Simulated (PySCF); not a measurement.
## Correlation energy of Be (beryllium, neutral)

[He] 2s2, closed-shell 1S. All numbers are calculated (PySCF 2.14, scalar relativity by spin-free X2C-1e, in x2c-QZVPPall (7s4p2d1f, 36 functions)). Frozen: 1s2; 2 electrons correlated.

With two correlated electrons CCSD is exact within the correlated space (frozen core and kept virtual orbitals).

| level | correlation energy (mhartree) |
| --- | --- |
| CCSD | -45.84 |

Diagnostics: T1 = 0.021, D1 = 0.0303, largest double amplitude 0.115.

Problem. Is a single reference adequate?

Solution. Mostly. T1 lies below 0.03, but a double amplitude of this size points to a near-degeneracy that CCSD handles and MP2 describes poorly.
